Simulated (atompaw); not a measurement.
**cerium (Ce): variants of one PAW (atompaw) potential**

Base potential:

Ce, PAW, made with atompaw 4.2.0.5 (PBE, scalar-relativistic). Core [Kr] 4d10 5s2, reference 4f1 5p6 5d1.5 6s1.5 6p0. Waves: 6s (bound): rc 3.00 bohr; 6s channel at 0.15 Ry: rc 3.00 bohr; 5p (bound): rc 2.30 bohr; 6p (bound, empty): rc 3.00 bohr; 5d (bound): rc 3.00 bohr; 5d channel at 0.45 Ry: rc 3.00 bohr; 4f (bound): rc 1.40 bohr; 4f channel at 0.45 Ry: rc 1.40 bohr. Local part: bessel scheme, radius 2.90 bohr. Core correction: smooth core density matched at 2.45 bohr. Augmentation charge: sinc compensation charge, radius 2.60 bohr; PAW radius 3.00 bohr; waves and projectors: custom polynom2 7 10 vanderbiltortho.

Cutoffs, loose and tight: the cutoffs (Ry, on a coarse ladder) from which the occupation-weighted sum of valence levels, in a spherical-Bessel basis at the reference potential, stays within 10 and 1 mRy of its value at 400 Ry. They see the waves, projectors and local potential, not the compensation charge or the core. A dash means not determined.

A true bound ghost makes a file unfit for plane-wave use even where its test errors are small: the radial tests pick states by their node count and pass the ghost by.

Cutoffs are not given where the Bessel-basis levels miss the radial ones by over 6 mRy, ghosts where they miss by over 20 mRy; a channel whose overlap is not positive is not tested.

```tsv
change	outcome	cutoff, loose	cutoff, tight	bound ghosts
base	generated	300 Ry	over 300 Ry	s
all radii scaled by about 0.76 (s 2.28, p 1.74, d 2.28, f 1.06 bohr); local potential bessel scheme, radius 2.20 bohr; augmentation sinc compensation charge, radius 1.98 bohr; PAW radius 2.28 bohr; waves and projectors: custom polynom2 7 10 vanderbiltortho; core correction smooth core density matched at 1.86 bohr	generated	–	–	s
all radii scaled by about 0.83 (s 2.48, p 1.90, d 2.48, f 1.16 bohr); local potential bessel scheme, radius 2.40 bohr; augmentation sinc compensation charge, radius 2.14 bohr; PAW radius 2.48 bohr; waves and projectors: custom polynom2 7 10 vanderbiltortho; core correction smooth core density matched at 2.02 bohr	generated	–	–	s
all radii scaled by about 0.92 (s 2.76, p 2.12, d 2.76, f 1.28 bohr); local potential bessel scheme, radius 2.66 bohr; augmentation sinc compensation charge, radius 2.40 bohr; PAW radius 2.76 bohr; waves and projectors: custom polynom2 7 10 vanderbiltortho; core correction smooth core density matched at 2.26 bohr	generated	–	–	s
all radii scaled by about 1.04 (s 3.12, p 2.38, d 3.12, f 1.46 bohr); local potential bessel scheme, radius 3.00 bohr; augmentation sinc compensation charge, radius 2.70 bohr; PAW radius 3.12 bohr; waves and projectors: custom polynom2 7 10 vanderbiltortho; core correction smooth core density matched at 2.54 bohr	generated	230 Ry	over 300 Ry	s
all radii scaled by about 1.11 (s 3.34, p 2.56, d 3.34, f 1.56 bohr); local potential bessel scheme, radius 3.22 bohr; augmentation sinc compensation charge, radius 2.88 bohr; PAW radius 3.34 bohr; waves and projectors: custom polynom2 7 10 vanderbiltortho; core correction smooth core density matched at 2.72 bohr	generated	160 Ry	over 300 Ry	none
all radii scaled by about 1.17 (s 3.52, p 2.70, d 3.52, f 1.64 bohr); local potential bessel scheme, radius 3.40 bohr; augmentation sinc compensation charge, radius 3.06 bohr; PAW radius 3.52 bohr; waves and projectors: custom polynom2 7 10 vanderbiltortho; core correction smooth core density matched at 2.88 bohr	generated	60 Ry	260 Ry	none
all radii scaled by about 1.27 (s 3.82, p 2.92, d 3.82, f 1.78 bohr); local potential bessel scheme, radius 3.68 bohr; augmentation sinc compensation charge, radius 3.30 bohr; PAW radius 3.82 bohr; waves and projectors: custom polynom2 7 10 vanderbiltortho; core correction smooth core density matched at 3.12 bohr	generated	30 Ry	180 Ry	none
```

Reading the sweep of the scale of all radii (base = 1) (base included, trends over the rows without a ghost): Bound ghosts are found at 0.76, 0.83, 0.92, 1, 1.04.
